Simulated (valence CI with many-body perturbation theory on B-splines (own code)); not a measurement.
Questions on Ti VIII

Level of theory: configuration interaction combined with many-body perturbation theory (CI+MBPT): five valence electrons over a frozen Dirac-Fock core [Ne], a basis of 9 s, 9 p, 8 d, 6 f, 3 g, 1 h functions for each j, with the one-electron correlation potential Σ1 (screened to all orders), the two-electron term Σ2, the three-electron term Σ3, Breit, model QED; selected single and double excitations, second order for the rest, scaled by the run's own slope (own B-spline code, finite nucleus).

Set against measurement, 6 paired levels are off by 127 cm⁻¹ on average, the worst by 215. These come from a selection out of Corliss and Sugar, J. Phys. Chem. Ref. Data 8, 1 (1979). Levels without a partner in it may be off by more. Among the levels kept, up to 730 cm⁻¹ of a level comes from second order outside the variational space, and about a tenth of that is noise between levels of different J, which matters for small intervals.

Rates and lifetimes use the calculated energies. Strong lines usually hold to 10 to 20 %, long lifetimes can be off by a factor of two.

Task: What is the ground level?

Result: 3s²3p³ ⁴S°_3/2, composition 96 % 3s²3p³ ⁴S° + 2 % 3s3p³3d ⁴S°, g = 1.997.

Task: What is the ionisation energy?

Result: 168.62 eV; NIST lists 170.5 ± 0.4 eV (semi-empirical).

Task: What are the static dipole polarisabilities of the lowest levels?

Result: 3s²3p³ ⁴S°_3/2 0.920; 3s²3p³ ²D°_3/2 0.913 (tensor 0.031); 3s²3p³ ²D°_5/2 0.915; 3s²3p³ ²P°_1/2 0.899 bohr³, of which the core gives 0.0129.

Task: Among levels below 459850 cm⁻¹, which E1 lines absorb most strongly from the ground level?

Result: to 3s²3p²3d ⁴P_5/2 at 26.94 nm, f = 0.980; to 3s²3p²3d ⁴P_3/2 at 26.80 nm, f = 0.660; to 3s²3p²3d ⁴P_1/2 at 26.72 nm, f = 0.332.

Task: How well does LS coupling describe the low levels?

Result: Among the lowest 20 levels the leading LS term, summed over configurations, holds 95 % on average. For single configurations the figures are 83 % in LS and 56 % in jj coupling. Terms mix most in the J = 7/2 level at 319430 cm⁻¹, where the leading one holds 51 %.

Task: Name the longest-lived excited levels whose lifetime is computed, and their main decay.

Result: 3s²3p³ ²D°_5/2 at 33484 cm⁻¹ lives 11.0 s, mostly by M1 to 3s²3p³ ⁴S°_3/2; 3s²3p³ ²D°_3/2 at 32417 cm⁻¹ lives 419 ms, mostly by M1 to 3s²3p³ ⁴S°_3/2; 3s²3p³ ²P°_1/2 at 54507 cm⁻¹ lives 34.2 ms, mostly by M1 to 3s²3p³ ⁴S°_3/2.

Task: Where does the other parity begin?

Result: At 3s3p⁴ ⁴P_5/2, 194430 cm⁻¹.
